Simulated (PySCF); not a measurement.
PySCF 2.14 output of an unrestricted HSE06 calculation on a single atom or ion in x2c-TZVPPall, with scalar relativity by spin-free X2C-1e:

```
SCF conv_tol = 1e-09
number electrons alpha = 31  beta = 27
    J. Heyd, G. E. Scuseria, and M. Ernzerhof.,  J. Chem. Phys. 118, 8207 (2003)
    J. Heyd, G. E. Scuseria, and M. Ernzerhof.,  J. Chem. Phys. 124, 219906 (2006)
    A. V. Krukau, O. A. Vydrov, A. F. Izmaylov, and G. E. Scuseria.,  J. Chem. Phys. 125, 224106 (2006)
cycle= 1 E= -8859.1395288257  delta_E= -0.0108  |g|= 0.0333  |ddm|= 0.244
cycle= 2 E= -8859.13950810601  delta_E= 2.07e-05  |g|= 0.0362  |ddm|= 0.077
cycle= 3 E= -8859.13991800596  delta_E= -0.00041  |g|= 0.00292  |ddm|= 0.0456
cycle= 4 E= -8859.13992062337  delta_E= -2.62e-06  |g|= 0.000417  |ddm|= 0.00254
cycle= 5 E= -8859.13992077175  delta_E= -1.48e-07  |g|= 2.78e-05  |ddm|= 0.000652
cycle= 6 E= -8859.13992077212  delta_E= -3.73e-10  |g|= 1.72e-05  |ddm|= 6.58e-05
converged SCF energy = -8859.13992077212  <S^2> = 6.0042382  2S+1 = 5.001695
```

The run itself started from symmetry-adapted Hartree-Fock orbitals and held the occupation by maximum overlap, on a logarithmic radial grid, so the iterations belong to that start.

Which element, charge and spin multiplicity is this?

Ce (cerium, neutral), multiplicity 5; the state was [Xe] 4f1 5d3, one real determinant (an excited configuration).

⟨L²⟩ = 24.04 against 42 for a pure I term, so this real determinant mixes terms. Spin-orbit coupling, absent here, splits the open shell strongly.
